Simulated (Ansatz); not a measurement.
Molecule: isocyanato(trimethyl)germane, C4H9GeNO, charge 0, multiplicity 1. SMILES: O=C=[N][Ge]([CH3])([CH3])[CH3]
Structure (B3LYP-D3(BJ)/def2-TZVP (Ansatz, a quantum-chemistry and plane-wave program) minimum search):
```
Ge
N 1 1.8677
C 2 1.1972 1 143.87
O 3 1.1739 1 161.10 2 180.00
C 1 1.9524 2 104.67 3 -180.00
H 5 1.0896 1 110.04 2 59.90
H 5 1.0896 6 108.73 1 120.59
H 5 1.0905 6 108.81 7 118.37
C 1 1.9575 2 106.61 3 60.27
H 9 1.0895 1 110.08 2 58.48
H 9 1.0897 10 108.82 1 120.92
H 9 1.0908 10 108.78 11 118.28
C 1 1.9575 2 106.61 3 -60.27
H 13 1.0895 1 110.08 2 -58.48
H 13 1.0897 14 108.82 1 -120.92
H 13 1.0908 14 108.78 15 -118.28
```

Property: atomisation energy (electronic, to ground-state atoms), in eV. Correlated levels leave the core frozen unless marked. UHF or UKS for open shells. Spin-orbit coupling is left out. Frozen are the shells of the preceding noble gas and the d and f shells that filled before the atom's block. No relativistic terms. The coupled-cluster limit lacks core correlation, which all-electron functionals hold. Basis-set limits of correlation are two-point, X^-3; Hartree-Fock from the larger set.

```csv
level,program,atomisation energy (eV)
HF/aug-cc-pVQZ,Ansatz,48.17
PBE/def2-TZVPD,Ansatz,68.06
BLYP-D3(BJ)/def2-TZVPD,Ansatz + dftd3,66.81
revPBE-D3(BJ)/def2-TZVPD,Ansatz + dftd3,66.56
B3LYP/def2-TZVPD,Ansatz,66.15
PBE0/6-31G*,Ansatz,66.38
HSE06-D3(BJ)/def2-TZVPD,Ansatz + dftd3,67.05
HSE06/def2-TZVPD,Ansatz,66.78
CAM-B3LYP-D3(BJ)/def2-TZVPD,Ansatz + dftd3,66.94
LC-wPBE-D4/def2-TZVPD,Ansatz + dftd4,67.05
RPA@PBE/cc-pVQZ,Ansatz,62.92
SCS-MP2/6-31G*,Ansatz,60.88
SCS-MP2/aug-cc-pVTZ,Ansatz,66.17
CCSD(T)/cc-pVQZ,Ansatz,65.90
"CCSD(T)/CBS(cc-pVTZ,cc-pVQZ)",Ansatz,66.57
```
